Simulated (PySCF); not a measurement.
In(F)(Cl)(OMe) (CH3ClFInO), SMILES [O](C)[In]([F])[Cl]. Atoms are numbered in the order given.

```xyz
8

In    -0.0321    -0.2126     0.2792
F     -0.1382    -1.1457     1.9779
Cl     0.4417     2.0664     0.2822
O     -0.3776    -1.1888    -1.4020
C     -0.1998    -0.5946    -2.6616
H      0.7824    -0.8582    -3.0954
H     -0.9793    -0.9735    -3.3450
H     -0.2745     0.5089    -2.6549
```

Geometry: PBE0-D3(BJ)/def2-SVP. The structure was generated by enumeration; whether it is a known compound was not checked. The def2 effective core potentials stand for the cores of In; spin–orbit coupling is left out. One conformer was computed; it need not be the lowest.

All values below come from PBE/def2-TZVP run with PySCF.

Atomic charges (e):

```json
[
 {"atom": "In1", "Mulliken": "0.96", "Löwdin": "0.20"},
 {"atom": "F2", "Mulliken": "-0.40", "Löwdin": "-0.20"},
 {"atom": "Cl3", "Mulliken": "-0.32", "Löwdin": "0.11"},
 {"atom": "O4", "Mulliken": "-0.40", "Löwdin": "-0.04"},
 {"atom": "C5", "Mulliken": "-0.21", "Löwdin": "-0.40"},
 {"atom": "H6", "Mulliken": "0.12", "Löwdin": "0.11"},
 {"atom": "H7", "Mulliken": "0.13", "Löwdin": "0.11"},
 {"atom": "H8", "Mulliken": "0.12", "Löwdin": "0.11"}
]
```
